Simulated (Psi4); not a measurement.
CH8Cl2N2Si2 (SMILES CN([SiH2]N)[SiH](Cl)Cl), singlet, at a GFN2-xTB geometry, atoms displaced at random by about 0.08 Å a coordinate; Psi4 with PBE/STO-3G, gradient.

Input for Psi4:
```
memory 2 GB

molecule mol {
0 1
  Si    1.112371   -0.584592   -0.195396
  Cl    0.637185   -1.544421    1.431723
  Cl    2.561925    0.720478   -0.070535
  N    -0.561275    0.168931   -0.678762
  C    -0.511495    1.147380   -1.929756
  Si   -1.960830    0.125238    0.237973
  N    -3.117377    1.059121   -0.532500
  H     1.172089   -1.700279   -1.378186
  H    -0.160962    0.424325   -2.759418
  H     0.341179    1.774460   -1.700551
  H    -1.296181    1.467934   -1.941063
  H    -1.764172    0.886360    1.613160
  H    -2.390126   -1.279249    0.396322
  H    -3.364178    2.037014   -0.435014
  H    -3.683572    0.845788   -1.319770
symmetry c1
no_reorient
no_com
}

set basis sto-3g
set reference rks

gradient('pbe')
print_variables()
```

**Question.** Predict the main parts of the log of this Psi4 run.

**Answer.** 
```
gradient() will perform analytic gradient computation.

   => Loading Basis Set <=

    Name: STO-3G
    Role: ORBITAL
    Keyword: BASIS

         ---------------------------------------------------------
                                   SCF
               by Justin Turney, Rob Parrish, Andy Simmonett
                          and Daniel G. A. Smith
                              RKS Reference
         ---------------------------------------------------------

  ==> Geometry <==

    Molecular point group: c1
    Full point group: C1

    Geometry (in Angstrom), charge = 0, multiplicity = 1:

       Center              X                  Y                   Z               Mass
    ------------   -----------------  -----------------  -----------------  -----------------
         SI           1.112371000000    -0.584592000000    -0.195396000000    27.976926534650
         CL           0.637185000000    -1.544421000000     1.431723000000    34.968852682000
         CL           2.561925000000     0.720478000000    -0.070535000000    34.968852682000
         N           -0.561275000000     0.168931000000    -0.678762000000    14.003074004430
         C           -0.511495000000     1.147380000000    -1.929756000000    12.000000000000
         SI          -1.960830000000     0.125238000000     0.237973000000    27.976926534650
         N           -3.117377000000     1.059121000000    -0.532500000000    14.003074004430
         H            1.172089000000    -1.700279000000    -1.378186000000     1.007825032230
         H           -0.160962000000     0.424325000000    -2.759418000000     1.007825032230
         H            0.341179000000     1.774460000000    -1.700551000000     1.007825032230
         H           -1.296181000000     1.467934000000    -1.941063000000     1.007825032230
         H           -1.764172000000     0.886360000000     1.613160000000     1.007825032230
         H           -2.390126000000    -1.279249000000     0.396322000000     1.007825032230
         H           -3.364178000000     2.037014000000    -0.435014000000     1.007825032230
         H           -3.683572000000     0.845788000000    -1.319770000000     1.007825032230

  Running in c1 symmetry.

  Rotational constants: A =      0.05814  B =      0.02699  C =      0.02010 [cm^-1]
  Rotational constants: A =   1743.03456  B =    809.25282  C =    602.50129 [MHz]
  Nuclear repulsion =  649.949505900768372

  Charge       = 0
  Multiplicity = 1
  Electrons    = 90
  Nalpha       = 45
  Nbeta        = 45

  ==> Algorithm <==

  SCF Algorithm Type is DF.
  DIIS enabled.
  MOM disabled.
  Fractional occupation disabled.
  Guess Type is SAD.
  Energy threshold   = 1.00e-08
  Density threshold  = 1.00e-08
  Integral threshold = 1.00e-12

  ==> Primary Basis <==

  Basis Set: STO-3G
    Blend: STO-3G
    Number of shells: 37
    Number of basis functions: 59
    Number of Cartesian functions: 59
    Spherical Harmonics?: true
    Max angular momentum: 1

  ==> DFT Potential <==

   => LibXC <=

    Version 7.1.2
    S. Lehtola, C. Steigemann, M. J. T. Oliveira, and M. A. L. Marques,  SoftwareX 7, 1–5 (2018) (10.1016/j.softx.2017.11.002)

   => Composite Functional: PBE <=

    PBE GGA Exchange-Correlation Functional

    J.P. Perdew et. al., Phys. Rev. Lett., 77(18), 3865-3868, 1996

    Deriv               =              1
    GGA                 =           TRUE
    Meta                =          FALSE

    Exchange Hybrid     =          FALSE
    MP2 Hybrid          =          FALSE

   => Exchange Functionals <=

    1.0000     XC_GGA_X_PBE

   => Correlation Functionals <=

    1.0000     XC_GGA_C_PBE

   => LibXC Density Thresholds  <==

    XC_GGA_C_PBE:  1.00E-12
    XC_GGA_X_PBE:  1.00E-15

   => Molecular Quadrature <=

    Radial Scheme          =       TREUTLER
    Pruning Scheme         =           NONE
    Nuclear Scheme         =       TREUTLER

    Blocking Scheme        =         OCTREE
    BS radius alpha        =              1
    Pruning alpha          =              1
    Radial Points          =             75
    Spherical Points       =            302
    Total Points           =         311938
    Total Blocks           =           2374
    Max Points             =            256
    Max Functions          =             50
    Weights Tolerance      =       1.00E-15

   => Loading Basis Set <=

    Name: (STO-3G AUX)
    Role: JKFIT
    Keyword: DF_BASIS_SCF

  ==> Integral Setup <==

  SCF_SUBTYPE=INCORE selected. In-core MEM_DF algorithm will be used.
  Using in-core AOs.

  ==> MemDFJK: Density-Fitted J/K Matrices <==

    J tasked:                   Yes
    K tasked:                    No
    wK tasked:                   No
    Algorithm:                 Core
    Schwarz Cutoff:           1E-12
    Mask sparsity (%):      10.3419
    Fitting Condition:        1E-10

   => Auxiliary Basis Set <=

  Basis Set: (STO-3G AUX)
    Blend: DEF2-UNIVERSAL-JKFIT
    Number of shells: 275
    Number of basis functions: 885
    Number of Cartesian functions: 1055
    Spherical Harmonics?: true
    Max angular momentum: 4

  Minimum eigenvalue in the overlap matrix is 1.5590369316E-01.
  Reciprocal condition number of the overlap matrix is 6.4365117910E-02.
    Using symmetric orthogonalization.

  ==> Pre-Iterations <==

  SCF Guess: Superposition of Atomic Densities via on-the-fly atomic UHF (no occupation information).

   -------------------------
    Irrep   Nso     Nmo
   -------------------------
     A         59      59
   -------------------------
    Total      59      59
   -------------------------

  ==> Iterations <==

                           Total Energy        Delta E     RMS |[F,P]|

   @DF-RKS iter SAD: -1629.94141776745414   -1.62994e+03   0.00000e+00
   @DF-RKS iter   1: -1631.97279804259256   -2.03138e+00   9.30867e-03 DIIS/ADIIS
   @DF-RKS iter   2: -1630.52245287547339    1.45035e+00   2.40244e-02 DIIS/ADIIS
[...]
  @DF-RKS Final Energy: -1632.19907286445732
    Total Energy =                      -1632.1990728644573210
[...]
 Dipole Y            :          1.1365529           -0.9467339            0.1898190
 Dipole Z            :          6.4071763           -7.2671610           -0.8599847
 Magnitude           :                                                    0.9570743

 ------------------------------------------------------------------------------------

         ------------------------------------------------------------
                                   SCF GRAD
                          Rob Parrish, Justin Turney,
                       Andy Simmonett, and Alex Sokolov
         ------------------------------------------------------------

  ==> Geometry <==

    Molecular point group: c1
    Full point group: C1

    Geometry (in Angstrom), charge = 0, multiplicity = 1:

       Center              X                  Y                   Z               Mass
    ------------   -----------------  -----------------  -----------------  -----------------
         SI           1.112371000000    -0.584592000000    -0.195396000000    27.976926534650
         CL           0.637185000000    -1.544421000000     1.431723000000    34.968852682000
         CL           2.561925000000     0.720478000000    -0.070535000000    34.968852682000
         N           -0.561275000000     0.168931000000    -0.678762000000    14.003074004430
         C           -0.511495000000     1.147380000000    -1.929756000000    12.000000000000
         SI          -1.960830000000     0.125238000000     0.237973000000    27.976926534650
         N           -3.117377000000     1.059121000000    -0.532500000000    14.003074004430
         H            1.172089000000    -1.700279000000    -1.378186000000     1.007825032230
         H           -0.160962000000     0.424325000000    -2.759418000000     1.007825032230
         H            0.341179000000     1.774460000000    -1.700551000000     1.007825032230
         H           -1.296181000000     1.467934000000    -1.941063000000     1.007825032230
         H           -1.764172000000     0.886360000000     1.613160000000     1.007825032230
         H           -2.390126000000    -1.279249000000     0.396322000000     1.007825032230
         H           -3.364178000000     2.037014000000    -0.435014000000     1.007825032230
         H           -3.683572000000     0.845788000000    -1.319770000000     1.007825032230

  Nuclear repulsion =  649.949505900768372

  ==> Basis Set <==

  Basis Set: STO-3G
    Blend: STO-3G
    Number of shells: 37
    Number of basis functions: 59
    Number of Cartesian functions: 59
    Spherical Harmonics?: true
    Max angular momentum: 1

  ==> DFJKGrad: Density-Fitted SCF Gradients <==

    Gradient:                    1
    J tasked:                  Yes
    K tasked:                   No
    wK tasked:                  No
    Integrals threads:           1
    Schwarz Cutoff:          1E-12
    Fitting Condition:       1E-10

   => Auxiliary Basis Set <=

  Basis Set: (STO-3G AUX)
    Blend: DEF2-UNIVERSAL-JKFIT
    Number of shells: 275
    Number of basis functions: 885
    Number of Cartesian functions: 1055
    Spherical Harmonics?: true
    Max angular momentum: 4

  ==> DFT Potential <==

   => LibXC <=

    Version 7.1.2
    S. Lehtola, C. Steigemann, M. J. T. Oliveira, and M. A. L. Marques,  SoftwareX 7, 1–5 (2018) (10.1016/j.softx.2017.11.002)

   => Composite Functional: PBE <=

    PBE GGA Exchange-Correlation Functional

    J.P. Perdew et. al., Phys. Rev. Lett., 77(18), 3865-3868, 1996

    Deriv               =              1
    GGA                 =           TRUE
    Meta                =          FALSE

    Exchange Hybrid     =          FALSE
    MP2 Hybrid          =          FALSE

   => Exchange Functionals <=

    1.0000     XC_GGA_X_PBE

   => Correlation Functionals <=

    1.0000     XC_GGA_C_PBE

   => LibXC Density Thresholds  <==

    XC_GGA_C_PBE:  1.00E-12
    XC_GGA_X_PBE:  1.00E-15

   => Molecular Quadrature <=

    Radial Scheme          =       TREUTLER
    Pruning Scheme         =           NONE
    Nuclear Scheme         =       TREUTLER

    Blocking Scheme        =         OCTREE
    BS radius alpha        =              1
    Pruning alpha          =              1
    Radial Points          =             75
    Spherical Points       =            302
    Total Points           =         311938
    Total Blocks           =           2374
    Max Points             =            256
    Max Functions          =             50
    Weights Tolerance      =       1.00E-15

  -Total Gradient:
     Atom            X                  Y                   Z
    ------   -----------------  -----------------  -----------------
       1        0.123773272210     0.031757683401     0.141525952689
       2        0.012601079937     0.044980968305    -0.080723443374
       3       -0.065434195367    -0.052777721746    -0.004086461110
       4       -0.100179913963    -0.002000946298     0.034834340175
       5       -0.405113640289     0.246285726724    -0.044414509734
       6        0.024574736995    -0.015286202312    -0.079610877482
       7        0.017328988539    -0.018901269644     0.002918665596
       8       -0.017887237286    -0.035861431758    -0.038152533153
       9        0.021722435121    -0.031964861764    -0.006963225577
      10       -0.003865652966    -0.028236017020     0.007359457208
      11        0.379611930293    -0.168224980325     0.024747750965
      12        0.004997420961     0.025690367066     0.031530279497
      13        0.000220238772    -0.006131164696    -0.001945515803
      14       -0.012735142494    -0.027128940088    -0.026863960324
      15        0.020643971968     0.037647887613     0.039862181981

  Variable Map:
  ----------------------------------------------------------------------------
[...]
  Array Variable Map:
  ----------------------------------------------------------------------------
[...]
[...]
```
